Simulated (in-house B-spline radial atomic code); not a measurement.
# B3LYP (VWN-RPA) excitations of Yb

Method: B3LYP (VWN-RPA). Computed with a B-spline radial code for spherical atoms: linear response of the closed shell [Xe] 4f14 6s2 with the functional's adiabatic kernel; scalar-relativistic (spin-free one-electron X2C), finite nucleus, no spin-orbit coupling, no double excitations, S, P, D and F terms only; shells from n = 4 respond. Only terms of natural parity with L up to 3 were computed.

Spin-orbit coupling is strong here, so these LS terms don't match observed levels.

Command:
```bash
python run_td.py task.json out
```
Settings (radii: box in bohr, nucleus in fm):
```
Z                        70
electrons                70
configuration            [Xe] 4f14 6s2
hamiltonian              x2c
method                   b3lyp
box_radius               75
rms_radius               5.3108
intervals                76
```

Run time, properties included: 2.9 s on 1 thread of Intel(R) Xeon(R) Platinum 8488C (Sapphire Rapids) (shared host).

The lowest states, in the order of their Tamm-Dancoff energies; the method's threshold (minus the highest occupied level) is 4.359 eV. Labels give the largest channel, * marks a mixed state, and oscillator strengths are full-response dipole values. Measured ¹D terms are left out, since they can mix with doubly excited terms. Semilocal kernels can invert the small singlet-triplet splittings of Rydberg terms. Energies in eV:

```tsv
state	full response	Tamm-Dancoff	oscillator strength	measured (J-weighted term)
6s → 6p 3P	2.336	2.387	-	2.339
6s → 5d 3D	2.741	2.792	-	3.092
4f → 5d 3P	2.766	2.817	-	-
4f → 5d 3F	3.034	3.057	-	-
4f → 6p 3D	3.176	3.179	-	-
6s → 6p 1P	?	?	?	?
4f → 6p 1D	3.251	3.258	-	-
4f → 5d 1F	3.324	3.330	-	-
6s → 5d 1D	?	?	-	-
6s → 7s 3S	3.786	3.788	-	4.054
```

**Question.** Where does 6s → 5d 1D lie?

**Answer.** At 3.423 eV in full response, 3.442 eV in Tamm-Dancoff.

**Question.** Where does 6s → 6p 1P lie?

**Answer.** At 3.167 eV in full response, 3.215 eV in Tamm-Dancoff, oscillator strength 1.25; measured 3.108 eV.

**Question.** How large is the singlet-triplet splitting of 6s → 6p (P terms) in Tamm-Dancoff?

**Answer.** 0.828 eV, from the unrounded values.

**Question.** What polarisabilities and dispersion coefficient does the method give?

**Answer.** Dipole 134.4 bohr³, quadrupole 2814 bohr⁵, C6 1857 hartree·bohr⁶ for two such species. Recommended dipole value: 139 ± 6 bohr³ (Schwerdtfeger and Nagle, table of static dipole polarizabilities (2023 update)), which includes relativity and correlation.
